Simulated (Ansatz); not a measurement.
Computed with Ansatz (a quantum-chemistry and plane-wave program) with PBE-D3(BJ)/def2-TZVP. No frequencies were computed at this level.

Ansatz 0.2 input:
```yaml
crystal:
  periodic: [false, false, false]
  atoms:
    - { symbol: C, position_ang: [-1.046986, -0.0746, -0.60519] }
    - { symbol: N, position_ang: [-0.383993, 0.032105, 0.625911] }
    - { symbol: C, position_ang: [1.017719, 0.07475, 0.621316] }
    - { symbol: H, position_ang: [-1.708479, 0.793276, -0.72637] }
    - { symbol: H, position_ang: [-0.38713, -0.151211, -1.482721] }
    - { symbol: H, position_ang: [-1.713498, -0.945415, -0.572154] }
    - { symbol: H, position_ang: [1.396906, -0.736316, 1.255938] }
    - { symbol: H, position_ang: [1.344194, 1.001967, 1.109346] }
    - { symbol: H, position_ang: [1.481265, 0.005444, -0.374516] }
basis:
  gaussian: { orbitals: def2-tzvp }
hamiltonian:
  xc: pbe
  dispersion: d3bj
relax:
  max_steps: 150
magnetization:
  spin_polarized: true
  initial_magnetization: 1
```

Output:

```
Functional definition: PBE
779 factors; their error is unknown
mean field evaluation 1: about -3646.0418 eV, gradient 4.7e1 eV
mean field evaluation 2: about -3628.9501 eV, gradient 7.2e1 eV
mean field evaluation 4: about -3656.2684 eV, gradient 6.3e0 eV
mean field evaluation 8: about -3656.4290 eV, gradient 4.8e-2 eV
mean field evaluation 16: about -3656.4025 eV, gradient 1.2e-4 eV
mean field -3656.40250855 eV, -134.3703137907 hartree, gradient 2.8e-5 eV, S^2 0.753186; 0 other end points of the search recorded, 0 dependent functions left out
reference -3656.40254616 eV, -134.3703151729 hartree; 13, 12 occupied and 116, 117 virtual orbitals, 779 factors
relax step   1: F+E_penalty+E_count = -3656.52495164 eV  Δ(F+E_penalty+E_count) = +0.000e0 eV  max|allowed force component| = 9.893e-1 eV/Å  Δτ_max = 0.0000 Å  (31 SCF iters, accepted)
these checks for a lower state are left out or cut short: starts, cluster_reference, orbital_swaps, neighbouring_geometries, increment
779 factors; their error is unknown
mean field -3656.43884914 eV, -134.3716492827 hartree, gradient 1.2e-5 eV, S^2 0.753232; 0 other end points of the search recorded, 0 dependent functions left out
reference -3656.43888676 eV, -134.3716506651 hartree; 13, 12 occupied and 116, 117 virtual orbitals, 779 factors
relax step   2: F+E_penalty+E_count = -3656.56079659 eV  Δ(F+E_penalty+E_count) = -3.584e-2 eV  max|allowed force component| = 4.678e-1 eV/Å  Δτ_max = 0.0258 Å  (34 SCF iters, accepted)
these checks for a lower state are left out or cut short: starts, cluster_reference, orbital_swaps, neighbouring_geometries, increment
779 factors; their error is unknown
mean field evaluation 32: about -3656.4465 eV, gradient 1.5e-5 eV
mean field -3656.44647130 eV, -134.3719293919 hartree, gradient 1.5e-5 eV, S^2 0.753250; 0 other end points of the search recorded, 0 dependent functions left out
reference -3656.44650881 eV, -134.3719307703 hartree; 13, 12 occupied and 116, 117 virtual orbitals, 779 factors
relax step   3: F+E_penalty+E_count = -3656.56835320 eV  Δ(F+E_penalty+E_count) = -7.557e-3 eV  max|allowed force component| = 1.228e-1 eV/Å  Δτ_max = 0.0252 Å  (34 SCF iters, accepted)
these checks for a lower state are left out or cut short: starts, cluster_reference, orbital_swaps, neighbouring_geometries, increment
779 factors; their error is unknown
mean field -3656.44688975 eV, -134.3719447696 hartree, gradient 1.1e-5 eV, S^2 0.753249; 0 other end points of the search recorded, 0 dependent functions left out
reference -3656.44692722 eV, -134.3719461466 hartree; 13, 12 occupied and 116, 117 virtual orbitals, 779 factors
relax step   4: F+E_penalty+E_count = -3656.56872524 eV  Δ(F+E_penalty+E_count) = -3.720e-4 eV  max|allowed force component| = 2.486e-2 eV/Å  Δτ_max = 0.0029 Å  (34 SCF iters, accepted)
these checks for a lower state are left out or cut short: starts, cluster_reference, orbital_swaps, neighbouring_geometries, increment
779 factors; their error is unknown
mean field -3656.44761402 eV, -134.3719713862 hartree, gradient 9.1e-6 eV, S^2 0.753240; 0 other end points of the search recorded, 0 dependent functions left out
reference -3656.44765152 eV, -134.3719727640 hartree; 13, 12 occupied and 116, 117 virtual orbitals, 779 factors
relax step   5: F+E_penalty+E_count = -3656.56951539 eV  Δ(F+E_penalty+E_count) = -7.901e-4 eV  max|allowed force component| = 5.303e-2 eV/Å  Δτ_max = 0.0473 Å  (35 SCF iters, accepted)
these checks for a lower state are left out or cut short: starts, cluster_reference, orbital_swaps, neighbouring_geometries, increment
779 factors; their error is unknown
mean field -3656.45172912 eV, -134.3721226130 hartree, gradient 1.1e-5 eV, S^2 0.753231; 0 other end points of the search recorded, 0 dependent functions left out
reference -3656.45176664 eV, -134.3721239919 hartree; 13, 12 occupied and 116, 117 virtual orbitals, 779 factors
relax step   6: F+E_penalty+E_count = -3656.57379032 eV  Δ(F+E_penalty+E_count) = -4.275e-3 eV  max|allowed force component| = 6.228e-2 eV/Å  Δτ_max = 0.0887 Å  (35 SCF iters, accepted)
these checks for a lower state are left out or cut short: starts, cluster_reference, orbital_swaps, neighbouring_geometries, increment
779 factors; their error is unknown
mean field evaluation 64: about -3656.4533 eV, gradient 2.6e-5 eV
mean field -3656.45334311 eV, -134.3721819263 hartree, gradient 2.6e-5 eV, S^2 0.753232; 0 other end points of the search recorded, 0 dependent functions left out
reference -3656.45338061 eV, -134.3721833043 hartree; 13, 12 occupied and 116, 117 virtual orbitals, 779 factors
relax step   7: F+E_penalty+E_count = -3656.57545936 eV  Δ(F+E_penalty+E_count) = -1.669e-3 eV  max|allowed force component| = 4.309e-2 eV/Å  Δτ_max = 0.0211 Å  (34 SCF iters, accepted)
these checks for a lower state are left out or cut short: starts, cluster_reference, orbital_swaps, neighbouring_geometries, increment
779 factors; their error is unknown
mean field -3656.46829503 eV, -134.3727313992 hartree, gradient 1.2e-5 eV, S^2 0.753225; 0 other end points of the search recorded, 0 dependent functions left out
reference -3656.46833213 eV, -134.3727327626 hartree; 13, 12 occupied and 116, 117 virtual orbitals, 779 factors
relax step   8: F+E_penalty+E_count = -3656.59102335 eV  Δ(F+E_penalty+E_count) = -1.556e-2 eV  max|allowed force component| = 1.807e-1 eV/Å  Δτ_max = 0.2000 Å  (38 SCF iters, accepted)
these checks for a lower state are left out or cut short: starts, cluster_reference, orbital_swaps, neighbouring_geometries, increment
779 factors; their error is unknown
mean field -3656.46289700 eV, -134.3725330251 hartree, gradient 1.8e-5 eV, S^2 0.753249; 0 other end points of the search recorded, 0 dependent functions left out
reference -3656.46293393 eV, -134.3725343822 hartree; 13, 12 occupied and 116, 117 virtual orbitals, 779 factors
relax step   9: F+E_penalty+E_count = -3656.58607923 eV  Δ(F+E_penalty+E_count) = +4.944e-3 eV  max|allowed force component| = 4.882e-1 eV/Å  Δτ_max = 0.1340 Å  (34 SCF iters, rejected (line search))
these checks for a lower state are left out or cut short: starts, cluster_reference, orbital_swaps, neighbouring_geometries, increment
779 factors; their error is unknown
mean field -3656.47632046 eV, -134.3730263282 hartree, gradient 1.2e-5 eV, S^2 0.753200; 0 other end points of the search recorded, 0 dependent functions left out
reference -3656.47635742 eV, -134.3730276864 hartree; 13, 12 occupied and 116, 117 virtual orbitals, 779 factors
relax step  10: F+E_penalty+E_count = -3656.59933679 eV  Δ(F+E_penalty+E_count) = -8.313e-3 eV  max|allowed force component| = 1.066e-1 eV/Å  Δτ_max = 0.0670 Å  (36 SCF iters, accepted)
these checks for a lower state are left out or cut short: starts, cluster_reference, orbital_swaps, neighbouring_geometries, increment
779 factors; their error is unknown
mean field evaluation 96: about -3656.4855 eV, gradient 2.5e-5 eV
mean field -3656.48549726 eV, -134.3733635693 hartree, gradient 1.8e-5 eV, S^2 0.753177; 0 other end points of the search recorded, 0 dependent functions left out
reference -3656.48553409 eV, -134.3733649230 hartree; 13, 12 occupied and 116, 117 virtual orbitals, 779 factors
relax step  11: F+E_penalty+E_count = -3656.60907119 eV  Δ(F+E_penalty+E_count) = -9.734e-3 eV  max|allowed force component| = 5.634e-2 eV/Å  Δτ_max = 0.1000 Å  (34 SCF iters, accepted)
these checks for a lower state are left out or cut short: starts, cluster_reference, orbital_swaps, neighbouring_geometries, increment
779 factors; their error is unknown
mean field -3656.48401892 eV, -134.3733092416 hartree, gradient 1.2e-5 eV, S^2 0.753156; 0 other end points of the search recorded, 0 dependent functions left out
reference -3656.48405558 eV, -134.3733105886 hartree; 13, 12 occupied and 116, 117 virtual orbitals, 779 factors
relax step  12: F+E_penalty+E_count = -3656.60851339 eV  Δ(F+E_penalty+E_count) = +5.578e-4 eV  max|allowed force component| = 2.205e-1 eV/Å  Δτ_max = 0.0645 Å  (36 SCF iters, rejected (line search))
these checks for a lower state are left out or cut short: starts, cluster_reference, orbital_swaps, neighbouring_geometries, increment
779 factors; their error is unknown
mean field -3656.48773654 eV, -134.3734458616 hartree, gradient 1.3e-5 eV, S^2 0.753164; 0 other end points of the search recorded, 0 dependent functions left out
reference -3656.48777334 eV, -134.3734472139 hartree; 13, 12 occupied and 116, 117 virtual orbitals, 779 factors
relax step  13: F+E_penalty+E_count = -3656.61152374 eV  Δ(F+E_penalty+E_count) = -2.453e-3 eV  max|allowed force component| = 2.479e-2 eV/Å  Δτ_max = 0.0315 Å  (33 SCF iters, accepted)
these checks for a lower state are left out or cut short: starts, cluster_reference, orbital_swaps, neighbouring_geometries, increment
779 factors; their error is unknown
mean field -3656.49077490 eV, -134.3735575190 hartree, gradient 1.2e-5 eV, S^2 0.753168; 0 other end points of the search recorded, 0 dependent functions left out
reference -3656.49081165 eV, -134.3735588698 hartree; 13, 12 occupied and 116, 117 virtual orbitals, 779 factors
relax step  14: F+E_penalty+E_count = -3656.61489775 eV  Δ(F+E_penalty+E_count) = -3.374e-3 eV  max|allowed force component| = 7.465e-2 eV/Å  Δτ_max = 0.0738 Å  (34 SCF iters, accepted)
these checks for a lower state are left out or cut short: starts, cluster_reference, orbital_swaps, neighbouring_geometries, increment
779 factors; their error is unknown
mean field evaluation 128: about -3656.4920 eV, gradient 3.2e-3 eV
mean field -3656.49200991 eV, -134.3736029050 hartree, gradient 5.8e-6 eV, S^2 0.753163; 0 other end points of the search recorded, 0 dependent functions left out
reference -3656.49204662 eV, -134.3736042541 hartree; 13, 12 occupied and 116, 117 virtual orbitals, 779 factors
relax step  15: F+E_penalty+E_count = -3656.61630729 eV  Δ(F+E_penalty+E_count) = -1.410e-3 eV  max|allowed force component| = 9.088e-2 eV/Å  Δτ_max = 0.0718 Å  (35 SCF iters, accepted)
these checks for a lower state are left out or cut short: starts, cluster_reference, orbital_swaps, neighbouring_geometries, increment
779 factors; their error is unknown
mean field -3656.48516306 eV, -134.3733512877 hartree, gradient 1.1e-5 eV, S^2 0.753143; 0 other end points of the search recorded, 0 dependent functions left out
reference -3656.48520007 eV, -134.3733526479 hartree; 13, 12 occupied and 116, 117 virtual orbitals, 779 factors
relax step  16: F+E_penalty+E_count = -3656.60898484 eV  Δ(F+E_penalty+E_count) = +7.322e-3 eV  max|allowed force component| = 3.092e-1 eV/Å  Δτ_max = 0.0388 Å  (36 SCF iters, rejected (line search))
these checks for a lower state are left out or cut short: starts, cluster_reference, orbital_swaps, neighbouring_geometries, increment
779 factors; their error is unknown
mean field -3656.49289467 eV, -134.3736354191 hartree, gradient 1.4e-5 eV, S^2 0.753156; 0 other end points of the search recorded, 0 dependent functions left out
reference -3656.49293142 eV, -134.3736367697 hartree; 13, 12 occupied and 116, 117 virtual orbitals, 779 factors
relax step  17: F+E_penalty+E_count = -3656.61715643 eV  Δ(F+E_penalty+E_count) = -8.491e-4 eV  max|allowed force component| = 7.932e-3 eV/Å  Δτ_max = 0.0194 Å  (34 SCF iters, accepted)
779 factors; their error is unknown
mean field evaluation 160: about -3656.3664 eV, gradient 6.4e0 eV
mean field -3656.49289467 eV, -134.3736354191 hartree, gradient 1.1e-5 eV, S^2 0.753156; 1 other end points of the search recorded, 0 dependent functions left out
reference -3656.49293142 eV, -134.3736367697 hartree; 13, 12 occupied and 116, 117 virtual orbitals, 779 factors
Total energy: -3656.61719318 eV, -134.3782033053 hartree
Atom 0 at    -1.040351    -0.122781    -0.579627 Å, force    -0.003709    -0.000073     0.006375 eV/Å
Atom 1 at    -0.270334    -0.637847     0.515565 Å, force     0.005131     0.002736    -0.007934 eV/Å
Atom 2 at     0.999263     0.020327     0.628086 Å, force    -0.003395    -0.000683     0.007290 eV/Å
Atom 3 at    -1.240419     0.963479    -0.457164 Å, force     0.000242    -0.003194    -0.002449 eV/Å
Atom 4 at    -0.496311    -0.218393    -1.543589 Å, force    -0.002373    -0.000168     0.000843 eV/Å
Atom 5 at    -2.001233    -0.648666    -0.661794 Å, force     0.005011     0.002582     0.000129 eV/Å
Atom 6 at     1.584433    -0.400849     1.456859 Å, force    -0.003392     0.002661    -0.005032 eV/Å
Atom 7 at     0.874228     1.110875     0.801619 Å, force     0.002044    -0.003639    -0.001446 eV/Å
Atom 8 at     1.590721    -0.066145    -0.308396 Å, force     0.000440    -0.000220     0.002225 eV/Å
Dipole moment:     0.109509     0.261472    -0.215907 e Å
```

Cost: around 100 core-seconds (rough).
